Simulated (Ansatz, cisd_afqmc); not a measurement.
System: InHBrF, charge 0, singlet. InHBrF (SMILES [F][InH][Br]).
B3LYP-D3(BJ)/def2-TZVP minimum from Ansatz (a program for electronic structure):
```xyz
4

In    -0.5804     0.3006    -0.5553
H     -1.8826    -0.2310    -1.5048
F     -0.0475     2.1821    -0.5758
Br     0.8785    -0.9754     0.9685
```
Charge 0, spin multiplicity 1.

Total energies in def2-SVP, 18 correlated electrons, 24 frozen orbitals. UHF or UKS for unpaired electrons; spin-orbit terms are left out. Cores are frozen in correlated methods (noble-gas shells, and filled d and f shells in the p block). Past Kr the def2 sets carry scalar-relativistic core potentials. AFQMC/CISD: phaseless, guided by CISD from CCSD amplitudes; bars are statistical, one sigma. Outlying blocks are dropped, and bars are widened where a walk drifts. Over all cases where full CI ran beside it in this data, AFQMC minus full CI had a median of +0.1 mEh and passed +0.4 mEh in a tenth of the cases. Spin-orbit terms, left out, reach several kcal/mol for Br and I, and more for heavier atoms.

```tsv
method	program	energy (Eh)	minus CCSDT(Q) (mEh)
HF	Ansatz	-2861.32155	391.49
MP2	Ansatz	-2861.68558	27.47
CCSD	Ansatz	-2861.70445	8.59
CCSD(T)	Ansatz	-2861.71146	1.59
CCSDT(Q)	Ansatz	-2861.71304	0.00
AFQMC/CISD	cisd_afqmc	-2861.7131 ± 0.0004	0.0 ± 0.4
```

Rough core times of Ansatz's runs on a shared machine: CCSD(T) under 20 s, CCSDT(Q) 90 s.
